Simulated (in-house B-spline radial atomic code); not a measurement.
## RPA and G0W0 on BLYP: O II (O+)

Configuration [He] 2s2 2p3, highest spin, mean-field start BLYP. Computed with a B-spline radial code for spherical atoms: all electrons, scalar-relativistic (spin-free one-electron X2C), finite nucleus, each spin shell either full or empty, empty states to l = 9 with an (l + 1/2)⁻⁴ tail; G0W0 by contour deformation at full frequency.

Command:
```bash
python run_gw.py task.json out
```
Settings (radii: box in bohr, nucleus in fm):
```
Z                        8
electrons                7
configuration            [He] 2s2 2p3
hamiltonian              x2c
method                   b88,lyp
lmax                     9
rms_radius               2.6991
spin_polarised           True
box_radius               23.78
intervals                72
```

Run time, properties included: 2 s on 1 thread of Arm Neoverse N1, with other jobs on the host.

Energies (hartree):

```csv
term,value
mean-field total,-74.62491
Hartree-Fock functional on these orbitals,-74.42333
direct second order,-0.41435
second-order exchange,0.194
SOSEX correction,0.16777
```

(1) What is the RPA correlation energy, and what remains with SOSEX?

Quasi-particle levels (eV):

```json
{"level": "2p up", "occupied": "yes", "mean field": "-26.168", "Σx - vxc": "-10.06", "Σc": "?", "QP weight": "?", "G0W0": "?"}
{"level": "2s down", "occupied": "yes", "mean field": "-35.90", "Σx - vxc": "-6.13", "Σc": "-1.15", "QP weight": "0.898", "G0W0": "-43.18"}
{"level": "2p down", "occupied": "no", "mean field": "-20.904", "Σx - vxc": "11.32", "Σc": "-4.41", "QP weight": "0.904", "G0W0": "-13.995"}
```

G0W0 = mean field + (Σx - vxc) + Σc, with Σc (partial-wave tail included) taken at the quasi-particle energy. Levels of low weight are left out.

(2) Where does G0W0 put 2p up?

## Answers

(1) RPA gives -0.35021 hartree (-1.36 eV per electron); RPA + SOSEX gives -0.18244, and the second-order doubles -0.22035 hartree (no singles). SOSEX takes back 48 % of the RPA value.

(2) At -34.34 eV, with Σc = 1.89 eV and a quasi-particle weight of 0.883. The tabulated removal energy is 35.121 eV (NIST, measured).
